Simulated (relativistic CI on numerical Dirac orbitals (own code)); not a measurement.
**Crystal-field levels of V2+, 3d3**

Calculated by Dirac-Coulomb-Breit CI, separate exchange-only KLI orbitals for each configuration, QED by a radiative potential, one configuration in a parametric crystal field, unscaled Slater integrals (own radial code). With so little scaling, terms lie 10 to 35 % too far apart, which can change the order of excited levels.

Field parameters in Wybourne normalisation: Td as Oh with Dq negative (B⁴₀ = 21Dq, B⁴₄ = √(5/14) B⁴₀). The field is a parameter set, without covalency.

S and J are read from ⟨S²⟩ = S(S + 1) and ⟨J²⟩ = J(J + 1) of each level; they are not fictitious spins.

Td, 10Dq = -1450 cm⁻¹, the lowest 16 levels:

```csv
E (cm⁻¹),Degeneracy,Irrep,S,J
0.0,4,Γ8,1.50,2.52
29.7,2,Γ7,1.50,2.82
205,4,Γ8,1.50,3.68
330,2,Γ6,1.50,4.28
1274,2,Γ7,1.50,3.24
1295,4,Γ8,1.50,3.30
1376,2,Γ6,1.50,3.75
1400,4,Γ8,1.50,3.97
2805,4,Γ8,1.50,3.74
14805,4,Γ8,0.50,3.89
15037,2,Γ7,0.50,3.50
15216,4,Γ8,0.50,4.37
15305,2,Γ6,0.56,3.81
15343,2,Γ6,1.47,0.85
15412,4,Γ8,1.33,2.33
15445,4,Γ8,0.78,3.90
```

Td, 10Dq = -14150 cm⁻¹, the lowest 10 levels:

```tsv
E (cm⁻¹)	Degeneracy	Irrep	S	J
0.0	4	Γ8	1.50	2.84
15.8	2	Γ7	1.50	2.87
184	4	Γ8	1.50	3.75
289	2	Γ6	1.50	4.22
3528	4	Γ8	0.51	4.00
12693	2	Γ7	1.50	3.18
12717	4	Γ8	1.50	3.36
12795	2	Γ6	1.50	3.69
12798	4	Γ8	1.50	3.71
15588	2	Γ6	0.50	4.63
```

Td, 10Dq = -13000 cm⁻¹, the lowest 16 levels:

| E (cm⁻¹) | Degeneracy | Irrep | S | J |
| --- | --- | --- | --- | --- |
| 0.0 | 4 | Γ8 | 1.50 | 2.84 |
| 13.3 | 2 | Γ7 | 1.50 | 2.87 |
| 184 | 4 | Γ8 | 1.50 | 3.76 |
| 289 | 2 | Γ6 | 1.50 | 4.23 |
| 4654 | 4 | Γ8 | 0.50 | 4.01 |
| 11607 | 2 | Γ7 | 1.50 | 3.18 |
| 11634 | 4 | Γ8 | 1.50 | 3.36 |
| 11710 | 2 | Γ6 | 1.50 | 3.69 |
| 11712 | 4 | Γ8 | 1.50 | 3.71 |
| 15623 | 2 | Γ6 | 0.50 | 4.61 |
| 15724 | 4 | Γ8 | 0.50 | 4.48 |
| 16099 | 2 | Γ7 | 0.50 | 3.60 |
| 16215 | 4 | Γ8 | 0.50 | 4.04 |
| 21070 | 2 | Γ6 | 0.50 | 2.51 |
| 21193 | 4 | Γ8 | 0.51 | 3.02 |
| 24537 | 2 | Γ6 | 1.50 | 0.96 |

The free-ion ground term has S = 3/2. Every field shown keeps that spin.

Levels of this model without a field, named by their leading LS term: 4F_3/2 0, 4F_5/2 132, 4F_7/2 311, 4F_9/2 534, 4P_1/2 14588, 4P_3/2 14666, 2G_7/2 14669, 4P_5/2 14826 cm⁻¹.
